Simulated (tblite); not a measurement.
Run record: tight-binding relaxation, `N#CCC[B@@H-]([NH3+])CC#N`.

Computed with GFN2-xTB geometry optimisation, gas phase (tblite 0.8.0). Start geometry: from a force field or distance geometry. A driver script takes a list of jobs; this job's settings line and coordinates (Å) are shown.

Command:
```bash
OMP_NUM_THREADS=1 python probes_run.py task.json out
```

Input:
```
{"job": {"kind": "relax", "xc": "GFN2-xTB", "basis": "xTB"}, "charge": 0, "multiplicity": 1}
N     -4.366000     0.429200    -0.289500
C     -3.263200     0.633600    -0.065600
C     -1.833900     0.875500     0.242700
C     -1.018600    -0.382900    -0.004600
B      0.557600    -0.162300     0.324300
N      1.216000    -1.506900     0.676100
C      1.299600     0.502400    -0.966000
C      2.628300     1.016300    -0.587400
N      3.671400     1.412700    -0.298500
H     -1.492000     1.700400    -0.412000
H     -1.758900     1.199800     1.297400
H     -1.139800    -0.730100    -1.047900
H     -1.407900    -1.196900     0.674300
H      0.669300     0.576100     1.249200
H      0.772900    -1.888600     1.541800
H      2.236200    -1.364100     0.880500
H      1.108800    -2.183900    -0.103200
H      1.414400    -0.265300    -1.763900
H      0.696100     1.344200    -1.355200
```

Q: Give the output.

A: 
```
step      E/eV     max force
  0    -699.78370    2.112
  1    -699.96795    2.060
  2    -699.90040    5.948
  3    -700.03892    0.429
  4    -700.05090    0.340
  5    -700.05944    1.413
  6    -700.06315    1.180
  7    -700.07072    0.211
  8    -700.07252    0.123
  9    -700.07523    0.196
... (93 lines left out)
103    -700.18085    0.025
104    -700.18092    0.018
105    -700.18096    0.096
106    -700.18103    0.046
107    -700.18108    0.028
108    -700.18112    0.013
109    -700.18114    0.016
110    -700.18119    0.026
111    -700.18122    0.019
112    -700.18124    0.009
```

«max force» is the largest atomic force in eV/Å.

Q: From which step on does the largest force stay under 0.1 eV/Å, and how much energy is left to gain from there?

A: From step 62 (0.054 eV/Å), 7.5 meV above the end.

Summary of the converged run: energy lowered by 9.2 kcal/mol over 112 steps; largest atomic force 0.009 eV/Å at the end.

Q: Give the final coordinates.

A: 0.471 Å rms from the input after alignment:
```
atom  x, y, z in Å
N1    -4.3509    0.0718   -0.4309
C2    -3.2899    0.4441   -0.2184
C3    -1.9356    0.8501    0.0436
C4    -1.0204   -0.3803    0.1607
B5     0.5260    0.0180    0.4820
N6     1.3246   -1.4044    0.6550
C7     1.2499    0.7814   -0.7959
C8     2.6588    0.5914   -0.7228
N9     3.7672    0.3192   -0.5889
H10   -1.6029    1.4986   -0.7709
H11   -1.9109    1.4253    0.9728
H12   -1.1063   -0.9511   -0.7701
H13   -1.4261   -1.0183    0.9523
H14    0.6712    0.6061    1.5048
H15    1.0562   -1.8597    1.5218
H16    2.3266   -1.2089    0.6587
H17    1.1104   -2.0164   -0.1283
H18    0.9051    0.3917   -1.7576
H19    1.0373    1.8506   -0.7753
```

On one thread, Arm Neoverse N1 (aarch64), no GPU, shared host with 64 logical CPUs at a one-minute load of 56, this took 1.2 s of wall time.
Labels such as C1 count atoms from 1, the log's own numbers from 0.
